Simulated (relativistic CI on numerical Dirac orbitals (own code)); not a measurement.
Tc⁵⁺: L2,3 absorption edge

Computed with this model: Dirac-Coulomb-Breit CI, orbitals from a KLI potential per configuration, model QED (radiative potential, 1s self-energy scaled to tabulated hydrogen-like ionisation energies), valence Slater integrals scaled by 0.8, multiplet model of core-to-valence dipole absorption; configurations [Kr] 4d2 → [He] 2s2 2p5 3s2 3p6 3d10 4s2 4p6 4d3; 80 K; Lorentzian 0.96 eV and Gaussian 0.5 eV FWHM. Energies are those of the free ion, without screening or charge transfer. The branching ratio is the share of the lower-energy edge in the whole absorption, uncertain by about 0.02 where the edges overlap. S is read from ⟨S²⟩ = S(S + 1).

Field parameters in Wybourne normalisation: D3d B²₀ = −7Dσ, B⁴₀ = −14Dq − 21Dτ, B⁴₃ = −14√(10/7) Dq. The field is a parameter set, without covalency.

Computed curve for D3d, 10Dq = 25300, Dσ = -1200, Dτ = 190 cm⁻¹, scaled to 100 at the maximum (points under 2 are left out and the grid is thinned):

```json
{"Energy (eV)": "2681.4", "Intensity": "2.0"}
{"Energy (eV)": "2682.0", "Intensity": "2.7"}
{"Energy (eV)": "2682.6", "Intensity": "3.7"}
{"Energy (eV)": "2683.2", "Intensity": "5.9"}
{"Energy (eV)": "2683.8", "Intensity": "11.9"}
{"Energy (eV)": "2684.4", "Intensity": "25.1"}
{"Energy (eV)": "2685.0", "Intensity": "26.4"}
{"Energy (eV)": "2685.6", "Intensity": "30.7"}
{"Energy (eV)": "2686.2", "Intensity": "55.0"}
{"Energy (eV)": "2686.8", "Intensity": "52.5"}
{"Energy (eV)": "2687.5", "Intensity": "66.2"}
{"Energy (eV)": "2688.1", "Intensity": "82.0"}
{"Energy (eV)": "2688.7", "Intensity": "76.3"}
{"Energy (eV)": "2689.3", "Intensity": "99.3"}
{"Energy (eV)": "2689.9", "Intensity": "79.4"}
{"Energy (eV)": "2690.5", "Intensity": "45.4"}
{"Energy (eV)": "2691.1", "Intensity": "21.4"}
{"Energy (eV)": "2691.7", "Intensity": "11.3"}
{"Energy (eV)": "2692.3", "Intensity": "6.9"}
{"Energy (eV)": "2692.9", "Intensity": "5.0"}
{"Energy (eV)": "2693.5", "Intensity": "3.7"}
{"Energy (eV)": "2694.1", "Intensity": "2.7"}
{"Energy (eV)": "2694.7", "Intensity": "2.2"}
{"Energy (eV)": "2799.3", "Intensity": "2.4"}
{"Energy (eV)": "2799.9", "Intensity": "4.5"}
{"Energy (eV)": "2800.5", "Intensity": "10.8"}
{"Energy (eV)": "2801.1", "Intensity": "17.2"}
{"Energy (eV)": "2801.7", "Intensity": "11.7"}
{"Energy (eV)": "2802.3", "Intensity": "14.2"}
{"Energy (eV)": "2802.9", "Intensity": "26.7"}
{"Energy (eV)": "2803.6", "Intensity": "31.7"}
{"Energy (eV)": "2804.2", "Intensity": "38.3"}
{"Energy (eV)": "2804.8", "Intensity": "28.0"}
{"Energy (eV)": "2805.4", "Intensity": "26.3"}
{"Energy (eV)": "2806.0", "Intensity": "26.0"}
{"Energy (eV)": "2806.6", "Intensity": "19.7"}
{"Energy (eV)": "2807.2", "Intensity": "12.5"}
{"Energy (eV)": "2807.8", "Intensity": "6.2"}
{"Energy (eV)": "2808.4", "Intensity": "3.3"}
{"Energy (eV)": "2809.0", "Intensity": "2.1"}
```

The ground state has S = 1.00, and the centroid lies at 2721.60 eV.
